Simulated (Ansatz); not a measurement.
Abridged output of a molecular run in Ansatz:

```
Functional definition: HF
3330 factors; integrals over basis functions are off by at most 8.3e-4 eV
mean field evaluation 1: about -130324.7402 eV, gradient 5.0e1 eV
mean field evaluation 2: about -130324.9322 eV, gradient 5.1e1 eV
mean field evaluation 4: about -130329.5733 eV, gradient 4.2e0 eV
mean field evaluation 8: about -130329.6373 eV, gradient 4.9e-1 eV
mean field -130329.63809529 eV, -4789.5258594004 hartree, gradient 2.1e-6 eV, S^2 0.000000; 0 other end points of the search recorded, 0 dependent functions left out
32 core orbitals not correlated: weight in the atoms' cores, before any rotation towards them, 0.934 or more for the frozen orbitals, at most 0.064 for the correlated occupied ones
reference -130329.63809529 eV, -4789.5258594004 hartree; 19, 19 occupied and 475, 475 virtual orbitals, 3330 factors
second order -34.56068114 eV of doubles, -0.00000000 eV of singles
cycle   1  -34.12981122 eV  change    4.3e-1 eV  update   1.3e-1
cycle   2  -34.85972050 eV  change   -7.3e-1 eV  update   3.9e-2
cycle   3  -35.03742787 eV  change   -1.8e-1 eV  update   1.9e-2
cycle   4  -35.01463726 eV  change    2.3e-2 eV  update   4.2e-3
cycle   5  -35.01056434 eV  change    4.1e-3 eV  update   1.8e-3
cycle   6  -35.01202651 eV  change   -1.5e-3 eV  update   5.8e-4
cycle   7  -35.01172250 eV  change    3.0e-4 eV  update   2.2e-4
cycle   8  -35.01153744 eV  change    1.9e-4 eV  update   6.7e-5
cycle   9  -35.01157006 eV  change   -3.3e-5 eV  update   2.8e-5
perturbative correction -1.35038761 eV, -0.0496258294 hartree
Total energy: -130366.00005296 eV, -4790.8621366977 hartree
```

Its atoms:

Z-matrix (Å, degrees):
```
C
O 1 1.419
H 1 1.095 2 111.9
H 1 1.090 2 107.1 3 119.0
H 1 1.094 2 111.3 3 -122.2
Ge 2 1.741 1 120.4 3 52.4
F 6 1.711 2 103.8 1 177.3
F 6 1.721 2 110.1 1 63.8
Se 6 2.316 2 116.6 1 -57.1
H 9 1.470 6 90.1 2 -54.1
```

Q: Which basis set was used?
A. def2-TZVPP
B. def2-QZVPP
C. def2-SVPD
D. cc-pV(T+d)Z

A: B. It gives 526 functions.

Q: Write the keys of the input that set method, charge and spin (a neutral closed shell needs none for the last two).

A: 
```yaml
correlation: {method: ccsd_t, frozen_orbitals: {C: 1, F: 1, Ge: 14, H: 0, O: 1, Se: 14}}
```
